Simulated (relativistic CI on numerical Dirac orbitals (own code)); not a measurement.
# Hyperfine structure of Hf²³⁺, mass number 179

Method of calculation: Dirac-Coulomb-Breit CI, KLI orbitals optimised for each configuration, model QED (radiative potential, 1s self-energy scaled to tabulated hydrogen-like ionisation energies), unscaled Slater integrals (own radial code, finite nucleus).

CI space (outside the closed core [Ar] 3d10 4s2): 4p⁶4d¹⁰4f³, 4p⁶4d¹⁰4f²5s, 4p⁶4d¹⁰4f5s², 4p⁶4d⁹4f⁴, 4p⁶4d¹⁰4f²5p, 4p⁶4d¹⁰4f5s5p, 4p⁶4d¹⁰4f5p², 4p⁶4d¹⁰4f²5d, 4p⁶4d¹⁰4f5s5d, 4p⁵4d¹⁰4f⁴, 4p⁶4d¹⁰4f5p5d, 4p⁶4d⁹4f²5s², 4p⁶4d¹⁰4f²5f, 4p⁶4d¹⁰4f5d², 4p⁶4d¹⁰4f²6s, 4p⁶4d¹⁰4f²6p. Levels of other configurations are missing.

Nuclear spin I = 9/2, μ = -0.6389 μN, Q = 3.79 b (tables of Stone and Pyykkö). The electronic factors are computed for point nuclear moments, without core polarisation or the Bohr-Weisskopf and QED corrections.

```csv
Level,E (eV),A (MHz),B (MHz)
4p⁶4d¹⁰4f³ ⁴I°9/2,0.0000,-491.5,4210
4p⁶4d¹⁰4f³ ⁴I°11/2,1.9283,-381.6,4860
4p⁶4d¹⁰4f³ ⁴I°13/2,3.6545,-325.6,6040
4p⁶4d¹⁰4f³ ⁴F°3/2,4.2964,-532.5,-2590
4p⁶4d¹⁰4f³ ⁴I°15/2,5.2055,-297.8,7700
4p⁶4d¹⁰4f³ ⁴F°5/2,5.5764,-341.9,-882
4p⁶4d¹⁰4f³ ⁴F°7/2,6.1695,-334.3,-8600
4p⁶4d¹⁰4f³ ⁴G°5/2,6.7071,-509,-3760
```

Levels with J = 0, under 50 % of one LS term, or S terms without an open s electron are left out. Small factors come from cancelling terms and can be off by tens of per cent or more.

At this charge transitions that keep the count of f electrons are usually good to a few per cent. Terms inside the open d or f shell come out 10 to 20 % too wide with unscaled integrals. Levels that differ in their count of f electrons can be misplaced by several ten thousand cm⁻¹, since the correlation energy of f electrons is missing or only estimated; rates across such gaps can be off by orders of magnitude.

Q: Give the hyperfine levels of 4p⁶4d¹⁰4f³ ⁴I°9/2 relative to its centre of gravity.

A: With K = F(F + 1) − I(I + 1) − J(J + 1), E = AK/2 + B[¾K(K + 1) − I(I + 1)J(J + 1)]/[2I(2I − 1)J(2J − 1)]: F = 0: 14100, F = 1: 13370, F = 2: 11950, F = 3: 9889, F = 4: 7279, F = 5: 4237, F = 6: 906.9, F = 7: -2534, F = 8: -5881, F = 9: -8900 MHz.

LS names give the leading component of a level, which can be under half, so a name can repeat, a term be missing and a line seem to break the LS rules.
